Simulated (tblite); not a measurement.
Species: C7H11ClSi.
Cartesian coordinates in Å at the GFN2-xTB level; atoms count from 1:
```
atom  x, y, z in Å
C1     3.2028   -0.7840    0.7030
C2     2.3132   -0.6188   -0.0891
Si3    0.9110   -0.3780   -1.2709
C4     0.2334    1.3915   -1.1009
C5    -0.4704    1.5723    0.2439
C6    -1.6060    0.5726    0.4564
C7    -1.1217   -0.8655    0.6496
C8    -0.5534   -1.4366   -0.6392
Cl9   -0.0142   -3.1284   -0.3615
H10    3.9848   -0.9296    1.3919
H11    1.2919   -0.7507   -2.6349
H12   -0.4745    1.6023   -1.9045
H13    1.0335    2.1260   -1.1910
H14   -0.8778    2.5854    0.3043
H15    0.2574    1.4620    1.0511
H16   -2.2897    0.6133   -0.3959
H17   -2.1705    0.8662    1.3444
H18   -0.3519   -0.8887    1.4248
H19   -1.9560   -1.4850    0.9907
H20   -1.3471   -1.5155   -1.3850
```

Computed values, GFN2-xTB/tblite, gas phase, harmonic and unscaled. The method is semi-empirical: single wavenumbers can be off by several per cent or more. Modes of hydrogen on silicon can be 10 to 20 % off. One conformer, not necessarily the lowest.

Harmonic wavenumbers (cm⁻¹): 51.6, 71.4, 107.8, 174.1, 182.2, 225.2, 257.9, 297.0, 314.2, 363.1, 382.5, 484.7, 587.6, 593.9, 604.1, 664.7, 678.9, 684.2, 752.7, 767.3, 798.2, 869.6, 903.6, 927.7, 1002.0, 1025.9, 1068.5, 1111.4, 1132.0, 1163.6, 1190.6, 1217.4, 1243.2, 1281.0, 1302.9, 1335.9, 1349.1, 1357.0, 1477.6, 1489.2, 1492.5, 1503.5, 2206.0, 2256.7, 2933.9, 2950.8, 2953.7, 2958.9, 2970.8, 2975.4, 2980.2, 2981.7, 2997.6, 3356.8.

A = 1351, B = 1055, C = 753.3 MHz; mass 158.032 u (most abundant isotopes); point group C1, symmetry number 1.

**Question.** What is the zero-point energy?

**Answer.** Half the sum of the wavenumbers: 34505 cm⁻¹ = 412.77 kJ/mol.

**Question.** Give the ideal-gas entropy at 200 K and 1 bar in the rigid-rotor, harmonic-oscillator model (classical rotation).

**Answer.** Translation 163.70, rotation 120.89, vibration 80.56: S = 365.1 J/(mol K).

**Question.** And Cp and H(200 K) − H(0)?

**Answer.** Cp = 126.79 J/(mol K), of which vibrations give 93.53 (their classical limit is 54 R = 449.0); H(200 K) − H(0) = 15.72 kJ/mol without the zero-point energy, 9.07 from vibrations.

**Question.** What must be added to the electronic energy to get the Gibbs energy at 200 K and 1 bar?

**Answer.** ZPE + [H(200 K) − H(0)] − T·S = 412.77 + 15.72 − 73.03 = 355.46 kJ/mol.

**Question.** Which modes carry the vibrational entropy at 200 K?

**Answer.** 51.6 cm⁻¹: 16.60; 71.4 cm⁻¹: 13.94; 107.8 cm⁻¹: 10.63; 174.1 cm⁻¹: 6.97; 182.2 cm⁻¹: 6.64; 225.2 cm⁻¹: 5.16 J/(mol K); the other 48 give 20.62 together.

Hindered rotation and anharmonicity are outside this model. Other conformers, if any are populated, would add a mixing term that is left out. The structure is chiral; the term R ln 2 for an equal mix with its mirror image is left out.
